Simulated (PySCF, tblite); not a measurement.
Isomers of C8H8FP. Computed with GFN2-xTB (tblite): harmonic, unscaled wavenumbers at the GFN2-xTB geometry, gas phase. Errors from tens to a few hundred cm⁻¹ against measured bands are possible. One conformer each.

Electronic energies: PBE0/pcSseg-1 single points on the GFN2-xTB geometries (PySCF, gas phase).

```tsv
SMILES	electronic energy, lowest = 0 (kJ/mol)
Cc1cccc(/P=C\F)c1	37.0
Cc1ccccc1/P=C/F	38.4
Fc1ccccc1P1CC1	0.0
```

Task: How do GFN2-xTB zero-point energies change the relative energies?

Result: 
| SMILES | ZPE (kJ/mol) | of it from modes above 1550 cm⁻¹ | electronic (kJ/mol) | with ZPE, lowest = 0 (kJ/mol) | lowest mode (cm⁻¹) | rings |
| --- | --- | --- | --- | --- | --- | --- |
| Fc1ccccc1P1CC1 | 351.2 | 166.1 | 0.0 | 0.0 | 47 | 2 |
| Cc1cccc(/P=C\F)c1 | 349.6 | 164.9 | 37.0 | 35.4 | 5i | 1 |
| Cc1ccccc1/P=C/F | 349.6 | 164.6 | 38.4 | 36.9 | 52 | 1 |

The zero-point energies span 1.6 kJ/mol, from `Cc1cccc(/P=C\F)c1` to `Fc1ccccc1P1CC1`. Slightly imaginary modes are left out of the zero-point energy: `Cc1cccc(/P=C\F)c1` 5.3i cm⁻¹. The order is unchanged.

Task: And how do the electronic energies of GFN2-xTB itself compare?

Result: `Fc1ccccc1P1CC1` 0.0; `Cc1cccc(/P=C\F)c1` 28.6; `Cc1ccccc1/P=C/F` 23.4 kJ/mol, lowest = 0. Against the energies above, taken from the same isomer `Fc1ccccc1P1CC1`, the largest difference is 15.0 kJ/mol.
